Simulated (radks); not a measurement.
Results of a calculation; reference values are marked as such.
Coulomb parameter of the 4f shell of the gadolinium ion Gd2+ in the model configuration [Xe] 4f7 5d1, as a second difference U = [E(n + 0.5) + E(n - 0.5) - 2 E(n)] / (0.5)^2 with all orbitals relaxed. "Bare": the charge of the atom changes with n. "Screened": the 5d shell takes up the change at fixed total charge, which measures U(4f,4f) + U(5d,5d) - 2 U(4f,5d). Level of theory: Dirac Kohn-Sham, BLYP, spin-unpolarised, spherical densities, finite nucleus; open shells are shared between the two j in proportion to 2j + 1; Fermi nuclear charge, rms radius 5.1569 fm (a radial shooting solver on a logarithmic mesh with Libxc functionals).

case,configuration,E - E(n) (eV)
start,[Xe] 4f7 5d1,0.000
bare +0.5,[Xe] 4f7.5 5d1,-9.112
bare -0.5,[Xe] 4f6.5 5d1,13.312
screened +0.5,[Xe] 4f7.5 5d0.5,-2.973
screened -0.5,[Xe] 4f6.5 5d1.5,4.198

U(bare) = 16.801 eV, U(screened by 5d) = 4.897 eV.
